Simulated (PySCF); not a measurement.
# Working out the ionisation energy of Si⁺

Si⁺ [Ne] 3s2 3p1 (2P) → Si²⁺ [Ne] 3s2 (1S). Computed with PySCF 2.14 in aug-cc-pV(D+d)Z (5s4p3d, 32 functions), with the non-relativistic Hamiltonian (point nucleus). Frozen: [Ne]. Energies in hartree (1 hartree = 27.21139 eV):

```
            part  Si⁺ (lower)  Si²⁺ (upper)
             UHF  -288.569999   -287.988390
CCSD correlation    -0.054487     -0.043785
             (T)    -0.000721      0.000000
```

Task: What does Hartree-Fock give?

Result: (-287.988390) − (-288.569999) = 0.581609 hartree = 15.826 eV.

Task: What do CCSD and CCSD(T) give?

Result: The CCSD correlation energies differ by 0.010702 hartree = 0.291 eV and the triples by 0.000721 hartree = 0.020 eV, so CCSD gives 16.117 eV and CCSD(T) 16.137 eV.

Measured between the centres of the two terms (NIST): 16.322 eV, so CCSD(T) (valence) is off by -0.185 eV.

What remains against the reference includes basis incompleteness, the frozen core and higher excitations.
